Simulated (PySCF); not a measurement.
Computed IR spectrum (relative IR intensity) of a molecule C₄H₄F₂O₂. Geometry optimised at PBE-D3(BJ)/def2-SVP. One conformer was computed; it need not be the lowest. Computed with PBE-D3(BJ)/def2-SVP in PySCF 2.14.0. No scaling factor is applied to the harmonic values.

ν (cm⁻¹): 262 (w), 318 (w), 741 (w), 762 (w), 828 (w), 872 (m), 1115 (vs), 1166 (vs), 1187 (s), 1291 (m), 1363 (vs), 1402 (w), 1409 (m), 1425 (w), 1706 (vs), 1770 (s), 2978 (w), 3066 (w), 3116 (vw), 3163 (vw) (against the strongest line: vs over 80 %, s over 45 %, m over 15 %, w over 4 %, vw less)

Problem. Which molecule gave these data?
A. OC[C@H]1OC(F)=C1F
B. O=C1COCC1(F)F
C. F/C=C/C1(F)OCO1
D. COC(=O)/C(F)=C/F

Solution. D, COC(=O)/C(F)=C/F
